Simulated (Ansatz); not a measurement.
```xyz
29

C    -0.780    2.208    2.523
O    -0.637    1.389    1.417
Hf   -0.351   -0.022    0.135
C    -2.219    0.109   -1.117
N     1.080    0.627   -1.174
C     2.185    0.051   -1.889
C     0.944    2.036   -1.485
C    -1.008   -2.475    0.213
C    -0.971   -2.014    1.548
C     0.368   -1.704    1.867
C     1.159   -1.970    0.728
C     0.308   -2.450   -0.291
H    -0.021    3.000    2.523
H    -1.767    2.685    2.526
H    -0.676    1.639    3.455
H    -2.197   -0.541   -1.998
H    -3.128   -0.133   -0.555
H    -2.333    1.139   -1.481
H     2.054    0.144   -2.978
H     2.296   -1.009   -1.660
H     3.135    0.550   -1.641
H     0.747    2.197   -2.555
H     0.113    2.489   -0.933
H     1.852    2.600   -1.225
H    -1.890   -2.780   -0.327
H    -1.822   -1.900    2.203
H     0.724   -1.315    2.810
H     2.226   -1.822    0.652
H     0.607   -2.730   -1.291
```

Charge 0, multiplicity 1. Hf takes the def2 core potential.

Problem. List the CAM-B3LYP/def2-TZVPP orbital energies in eV (Ansatz 0.2.0). (An estimate is asked.)

Solution. Computed: Occupied: -521.92, -390.53, -279.90, -279.14, -279.09, -279.08, -279.07, -279.05, -279.03, -279.00, -277.00, -68.80, -37.50, -37.23, -36.95, -28.73, -26.49, -26.00, -21.75, -21.73, -21.16, -20.14, -19.51, -18.29, -17.01, -16.99, -16.61, -14.54, -14.21, -14.06, -13.98, -13.94, -13.71, -12.87, -12.79, -12.78, -12.31, -12.29, -12.17, -11.70, -11.63, -11.49, -10.38, -9.62, -9.49, -8.53, -8.42, -8.20, -7.40. Lowest empty: 1.04, 1.13, 1.39, 1.83, 2.17, 2.52, 2.54, 2.76.
